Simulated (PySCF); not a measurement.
Si(CF3)(Cl)(H)2 (CH₂ClF₃Si), SMILES FC(F)(F)[SiH2]Cl.

Geometry: PBE0-D3(BJ)/def2-SVP.

Calculation: PBE0/def2-TZVP (PySCF).

Symmetry labels are those of the subgroup Cs that the program uses (full group Cs).

List the valence orbital energies around the gap with their symmetry. (Estimate from the structure and the level; the computed values follow.)


```tsv
orbital	symmetry	energy (eV)
HOMO−7	A'	-12.65
HOMO−6	A"	-12.65
HOMO−5	A"	-11.98
HOMO−4	A'	-11.53
HOMO−3	A"	-11.29
HOMO−2	A'	-10.54
HOMO−1	A"	-9.54
HOMO	A'	-9.34
LUMO	A'	-0.43
LUMO+1	A'	0.35
LUMO+2	A"	0.90
LUMO+3	A'	1.16
```
